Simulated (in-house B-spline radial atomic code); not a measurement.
Whole-atom quantities along the 15-electron series, configuration 1s2 2s2 2p6 3s2 3p1/2(2) 3p3/2(1). Breit and QED terms are first order and not part of the total energy; the density at the nucleus is averaged over the nuclear charge. Computed with a B-spline radial code for spherical atoms: Dirac-Hartree-Fock, jj configuration that fills j = l - 1/2 first, finite nuclei.

```json
{"ion": "Fe11+", "Z": "26", "E/Z² (Eh)": "-1.8083", "Σ<r²> (bohr²)": "3.4996", "n(0)/Z³ (bohr⁻³)": "0.85155", "Lamb diamagnetic shielding (ppm)": "1880.79", "repulsion over attraction": "0.10576", "Breit energy (eV)": "12.526", "self-energy (eV)": "9.3091", "vacuum polarisation (eV)": "-0.78277"}
{"ion": "Co12+", "Z": "27", "E/Z² (Eh)": "-1.8254", "Σ<r²> (bohr²)": "3.1365", "n(0)/Z³ (bohr⁻³)": "0.8676", "Lamb diamagnetic shielding (ppm)": "1965.27", "repulsion over attraction": "0.1023", "Breit energy (eV)": "14.209", "self-energy (eV)": "10.622", "vacuum polarisation (eV)": "-0.91217"}
{"ion": "Ni13+", "Z": "28", "E/Z² (Eh)": "-1.8416", "Σ<r²> (bohr²)": "2.8276", "n(0)/Z³ (bohr⁻³)": "0.88492", "Lamb diamagnetic shielding (ppm)": "2050.05", "repulsion over attraction": "0.099041", "Breit energy (eV)": "16.038", "self-energy (eV)": "12.059", "vacuum polarisation (eV)": "-1.0572"}
{"ion": "Cu14+", "Z": "29", "E/Z² (Eh)": "-1.857", "Σ<r²> (bohr²)": "2.5625", "n(0)/Z³ (bohr⁻³)": "0.90148", "Lamb diamagnetic shielding (ppm)": "2135.14", "repulsion over attraction": "0.095971", "Breit energy (eV)": "18.02", "self-energy (eV)": "13.629", "vacuum polarisation (eV)": "-1.2191"}
{"ion": "Zn15+", "Z": "30", "E/Z² (Eh)": "?", "Σ<r²> (bohr²)": "?", "n(0)/Z³ (bohr⁻³)": "?", "Lamb diamagnetic shielding (ppm)": "?", "repulsion over attraction": "?", "Breit energy (eV)": "?", "self-energy (eV)": "?", "vacuum polarisation (eV)": "?"}
{"ion": "Ga16+", "Z": "31", "E/Z² (Eh)": "-1.8855", "Σ<r²> (bohr²)": "2.1333", "n(0)/Z³ (bohr⁻³)": "0.93756", "Lamb diamagnetic shielding (ppm)": "2306.32", "repulsion over attraction": "0.090333", "Breit energy (eV)": "22.469", "self-energy (eV)": "17.191", "vacuum polarisation (eV)": "-1.5992"}
{"ion": "Ge17+", "Z": "32", "E/Z² (Eh)": "-1.8987", "Σ<r²> (bohr²)": "1.9581", "n(0)/Z³ (bohr⁻³)": "0.9563", "Lamb diamagnetic shielding (ppm)": "2392.45", "repulsion over attraction": "0.08774", "Breit energy (eV)": "24.949", "self-energy (eV)": "19.198", "vacuum polarisation (eV)": "-1.8201"}
{"ion": "As18+", "Z": "33", "E/Z² (Eh)": "-1.9114", "Σ<r²> (bohr²)": "1.8035", "n(0)/Z³ (bohr⁻³)": "0.97656", "Lamb diamagnetic shielding (ppm)": "2478.96", "repulsion over attraction": "0.085282", "Breit energy (eV)": "27.608", "self-energy (eV)": "21.366", "vacuum polarisation (eV)": "-2.0639"}
{"ion": "Se19+", "Z": "34", "E/Z² (Eh)": "-1.9235", "Σ<r²> (bohr²)": "1.6665", "n(0)/Z³ (bohr⁻³)": "0.99728", "Lamb diamagnetic shielding (ppm)": "2565.86", "repulsion over attraction": "0.082951", "Breit energy (eV)": "30.454", "self-energy (eV)": "23.702", "vacuum polarisation (eV)": "-2.3319"}
{"ion": "Br20+", "Z": "35", "E/Z² (Eh)": "?", "Σ<r²> (bohr²)": "?", "n(0)/Z³ (bohr⁻³)": "?", "Lamb diamagnetic shielding (ppm)": "?", "repulsion over attraction": "?", "Breit energy (eV)": "?", "self-energy (eV)": "?", "vacuum polarisation (eV)": "?"}
{"ion": "Kr21+", "Z": "36", "E/Z² (Eh)": "-1.9464", "Σ<r²> (bohr²)": "1.435", "n(0)/Z³ (bohr⁻³)": "1.0419", "Lamb diamagnetic shielding (ppm)": "2740.93", "repulsion over attraction": "0.078629", "Breit energy (eV)": "36.729", "self-energy (eV)": "28.909", "vacuum polarisation (eV)": "-2.948"}
{"ion": "Rb22+", "Z": "37", "E/Z² (Eh)": "-1.9572", "Σ<r²> (bohr²)": "1.3368", "n(0)/Z³ (bohr⁻³)": "1.0657", "Lamb diamagnetic shielding (ppm)": "2829.12", "repulsion over attraction": "0.076623", "Breit energy (eV)": "40.173", "self-energy (eV)": "31.797", "vacuum polarisation (eV)": "-3.2998"}
{"ion": "Sr23+", "Z": "38", "E/Z² (Eh)": "?", "Σ<r²> (bohr²)": "?", "n(0)/Z³ (bohr⁻³)": "?", "Lamb diamagnetic shielding (ppm)": "?", "repulsion over attraction": "?", "Breit energy (eV)": "?", "self-energy (eV)": "?", "vacuum polarisation (eV)": "?"}
{"ion": "Zr25+", "Z": "40", "E/Z² (Eh)": "-1.9876", "Σ<r²> (bohr²)": "1.095", "n(0)/Z³ (bohr⁻³)": "1.143", "Lamb diamagnetic shielding (ppm)": "3096.57", "repulsion over attraction": "0.071143", "Breit energy (eV)": "51.811", "self-energy (eV)": "41.696", "vacuum polarisation (eV)": "-4.5543"}
{"ion": "Nb26+", "Z": "41", "E/Z² (Eh)": "-1.9971", "Σ<r²> (bohr²)": "1.0286", "n(0)/Z³ (bohr⁻³)": "1.17", "Lamb diamagnetic shielding (ppm)": "3186.74", "repulsion over attraction": "0.069476", "Breit energy (eV)": "56.15", "self-energy (eV)": "45.438", "vacuum polarisation (eV)": "-5.0461"}
{"ion": "Mo27+", "Z": "42", "E/Z² (Eh)": "-2.0064", "Σ<r²> (bohr²)": "0.96797", "n(0)/Z³ (bohr⁻³)": "1.1971", "Lamb diamagnetic shielding (ppm)": "3277.45", "repulsion over attraction": "0.06788", "Breit energy (eV)": "60.731", "self-energy (eV)": "49.415", "vacuum polarisation (eV)": "-5.5787"}
{"ion": "Tc28+", "Z": "43", "E/Z² (Eh)": "-2.0154", "Σ<r²> (bohr²)": "0.91238", "n(0)/Z³ (bohr⁻³)": "1.2279", "Lamb diamagnetic shielding (ppm)": "3368.73", "repulsion over attraction": "0.066351", "Breit energy (eV)": "65.56", "self-energy (eV)": "53.639", "vacuum polarisation (eV)": "-6.1548"}
```

Q: Fill in the row of Zn15+.

A: E/Z² (Eh): -1.8716; Σ<r²> (bohr²): 2.3332; n(0)/Z³ (bohr⁻³): 0.91935; Lamb diamagnetic shielding (ppm): 2220.56; repulsion over attraction: 0.093073; Breit energy (eV): 20.161; self-energy (eV): 15.337; vacuum polarisation (eV): -1.3993.

Q: Fill in the row of Br20+.

A: E/Z² (Eh): -1.9352; Σ<r²> (bohr²): 1.5443; n(0)/Z³ (bohr⁻³): 1.0192; Lamb diamagnetic shielding (ppm): 2653.18; repulsion over attraction: 0.080736; Breit energy (eV): 33.492; self-energy (eV): 26.214; vacuum polarisation (eV): -2.626.

Q: Fill in the row of Sr23+.

A: E/Z² (Eh): -1.9677; Σ<r²> (bohr²): 1.2482; n(0)/Z³ (bohr⁻³): 1.0905; Lamb diamagnetic shielding (ppm): 2917.78; repulsion over attraction: 0.074711; Breit energy (eV): 43.83; self-energy (eV): 34.885; vacuum polarisation (eV): -3.6834.

Q: With what power of Z does the column «Σ<r²> (bohr²)» change over this range?

A: A fit of the logarithm of its size against log Z from Z = 26 to 43 has slope -2.66. Unscreened non-relativistic hydrogenic orbitals would give -2.
